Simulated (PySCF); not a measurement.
**Deuteron quadrupole couplings in `CCC[P-]c1ccccc1`**

C9H12P (charge -1).
Z-matrix (Å and degrees, GFN2-xTB geometry), rows numbered from 1:
```
C 
C   1  1.5258
C   2  1.5241  1  112.22
P   3  1.8787  2  113.68  1  -179.53
C   4  1.7666  3  102.53  2   -77.47
C   5  1.4105  4  127.59  3    -2.92
C   6  1.3766  5  121.37  4  -179.31
C   7  1.3879  6  121.42  5     0.07
C   8  1.3931  7  118.29  6     0.21
C   9  1.3711  8  120.67  7    -0.23
H   1  1.0906  2  111.02  3  -179.25
H   1  1.0897  2  110.49  3    60.37
H   1  1.0896  2  110.34  3   -59.12
H   2  1.0921  1  109.66  3   121.54
H   2  1.0931  1  109.83  3  -120.90
H   3  1.0945  2  110.92  1    55.64
H   3  1.0962  2  109.38  1   -62.35
H   6  1.0812  5  120.14  4     0.18
H   7  1.0872  6  119.25  5  -179.93
H   8  1.0840  7  120.84  6  -179.75
H   9  1.0867  8  119.51  7   179.84
H  10  1.0837  5  117.57  4    -0.69
```

Level: PBE0/pcSseg-1 (PySCF, non-relativistic); Q(2H) = 0.00286 b; rigid geometry, the same for H and D, with no vibrational averaging.

Question: Rank these positions by the coupling χzz of a deuteron there, largest first.
A. H18 (aromatic hydrogen)
B. H19 (aromatic hydrogen)
C. H12 (methyl hydrogen)
D. H15 (methylene hydrogen)

Answer: A (224 kHz), B (217 kHz), C (213 kHz), D (206 kHz).

Question: Give the electric field gradient Vzz (the principal value of largest size), its asymmetry and the 2H coupling at each hydrogen.

Answer: 
```
atom  bonded to  bond length (Å)  Vzz (au)     η  χzz (kHz)
 H11         C1            1.091    0.3166  0.00        213
 H12         C1            1.090    0.3163  0.01        213
 H13         C1            1.090    0.3156  0.01        212
 H14         C2            1.092    0.3038  0.01        204
 H15         C2            1.093    0.3060  0.01        206
 H16         C3            1.095    0.3105  0.05        209
 H17         C3            1.096    0.3085  0.03        207
 H18         C6            1.081    0.3328  0.09        224
 H19         C7            1.087    0.3236  0.06        217
 H20         C8            1.084    0.3335  0.10        224
 H21         C9            1.087    0.3250  0.06        218
 H22        C10            1.084    0.3254  0.08        219
```

Question: How does χzz go with the bond length over the 12 C–H bonds?

Answer: A straight-line fit has a slope of -13.4 kHz for each 0.01 Å, with a correlation coefficient of -0.92, over lengths from 1.081 to 1.096 Å. The longer bonds have the smaller couplings here.

Geometry: GFN2-xTB, one conformer, isolated ion. The pcSseg-1 basis has no diffuse functions, a weakness for an anion. The HOMO energy is positive at this level (+0.44 eV), so the outermost electrons may be held by the finite basis alone. GFN2-xTB bond lengths can be off by several hundredths of an ångström, more for odd bonds, and the gradients follow them. These gradients aren't converged with respect to the basis.
